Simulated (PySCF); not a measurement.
## $^{31}$P chemical shifts

[PySCF 2.14: GFN2-xTB structure; shieldings: GIAO PBE0/pcSseg-1; fast rotation and ring inversion assumed for equivalent nuclei; relativity neglected; single conformer; gas phase]

Shieldings were converted by a linear fit to measured shifts: $^{31}$P (scatter 18.1 ppm rms vs H3PO4, solution or neat liquid). Occasional misses reach two or three times the rms, and more in compound classes unlike the fitted ones.

(1) Give the $^{31}$P shifts of `Fc1cpcc2ccccc12`, `C[C@@H]1[C@H](F)C[P@@]1(C)=S`, `C[C@@H]1[C@H](F)C[P@@]1(C)=S`.

(2) Order these by $^{31}$P shift, lowest first.
A. CO[C@@H]1CCC[P@]1(C)=S
B. CC/C(F)=P\CSC
C. COCP1CCSCC1
D. Fc1ccpc2ccccc12

Answers

(1) 
```tsv
compound	environment	δ (ppm)
Fc1cpcc2ccccc12	phosphorus bonded to 2 C, in a 6-membered ring	188.5
C[C@@H]1[C@H](F)C[P@@]1(C)=S	phosphorus bonded to 3 C, S, in a 4-membered ring	39.8
C[C@@H]1[C@H](F)C[P@@]1(C)=S	phosphorus bonded to 3 C, S, in a 4-membered ring	39.7
```

(2) C (-56.6 ppm, phosphorus bonded to 3 C, in a 6-membered ring), A (40.3 ppm, phosphorus bonded to 3 C, S, in a 5-membered ring), B (155.0 ppm, phosphorus bonded to 2 C), D (185.0 ppm, phosphorus bonded to 2 C, in a 6-membered ring).
